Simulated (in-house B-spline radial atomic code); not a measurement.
A calculation on the phosphorus ion P⁸⁺: its settings, and results tabulated from the run. Level of theory: Dirac-Kohn-Sham LC-wPBE, spherical fractional occupations, Fermi nucleus of rms radius 3.1889 fm; calculated with an all-electron radial atomic-structure program (B-spline basis).

Command:
```bash
python run_scf.py task.json out
```
Settings (nuclear radius in fm, mass in u):
```
Z                15
configuration    [He] 2s2 2p3
hamiltonian      dirac
method           lc_wpbe
spin_polarised   False
nucleus          fermi
rms_radius       3.1889
atomic_mass      30.97376
speed_of_light   137.035999084
```

Output (hartree, bohr):
```
 radial grid: 62 intervals, B-splines of order 8, outer radius 4.5977 bohr

 iter        energy (Eh)    residual
    1        -302.263192    5.37e-01
    2        -305.449135    1.04e-01
    3        -305.522112    4.31e-02
    4        -305.535175    1.79e-02
    5        -305.537870    3.11e-03
    6        -305.537948    9.48e-06
    7        -305.537948    1.50e-07

 total energy                      -305.53795
 kinetic                             307.2699
 electron-nucleus                   -668.5217
 Hartree                              71.9881
 exact exchange                       -1.2295
 exchange-correlation                -15.0448

 first-order corrections (not in the total)
   Gaunt                             0.0642
   retardation                      -0.0036
   frequency dependence             -0.0000
   self-energy                       0.0494
   Uehling                          -0.0032
   Wichmann-Kroll                    0.0000
   recoil                            0.0048

 orbital      occ     eigenvalue          <r>       <r^2>       <1/r>       r_max    small
 1s1/2      2.000       -86.5657     0.103301   0.0143508     14.6753     0.06757  2.84e-03
 2s1/2      2.000       -14.3345     0.476318    0.267125     3.09343      0.3982  5.03e-04
 2p1/2      1.000       -12.5868     0.424432    0.220621     3.02134      0.3268  4.83e-04
 2p3/2      2.000       -12.5432     0.426105    0.222218     3.00462      0.3282  4.81e-04
```

Run time, properties included: 0.71 s on 1 thread of Arm Neoverse V1, with other jobs on the host.

For the Dirac Hamiltonian the kinetic term is c α·p + (β - 1)c².

Caution: exact exchange at fractional occupations of open shells leaves self-interaction of up to several eV.
